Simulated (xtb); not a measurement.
C2H5S, doublet, geometry from GFN2-xTB. Base run: GFN2-xTB run with xtb 6.7.1.

Geometry (Å):
```xyz
8

C      1.4826     0.6593    -0.0166
C     -0.0315     0.7840     0.0025
S     -0.8447    -0.8237     0.0082
H     -0.3710     1.3120     0.8954
H     -0.3930     1.3167    -0.8790
H      1.9340     1.6495    -0.0195
H      1.8306     0.1184     0.8604
H      1.8088     0.1231    -0.9048
```
Charge 0, spin multiplicity 2.
All else is at xtb's defaults.
Base energy -10.03187 Eh.

The base run was repeated with changes; each row names its change, and settings that it needs were set with it.

```
change         ΔE vs base (kcal/mol)  dipole (D)  G_solv (kcal/mol)  SCF cycles
-------------  ---------------------  ----------  -----------------  ----------
base                           0.000        2.56                  -          12
etemp = 1000                   -1.92        2.56                  -          10
alpb = hexane                  -2.83        2.75              -2.93          12
alpb = dmf                     -4.25        2.78              -4.40          13
acc = 0.0001                   0.000        2.56                  -          20
acc = 0.1                      0.000        2.56                  -          15
```

ALPB and GBSA are two models with their own fitted parameters for each solvent, which aren't always the measured dielectric constant.
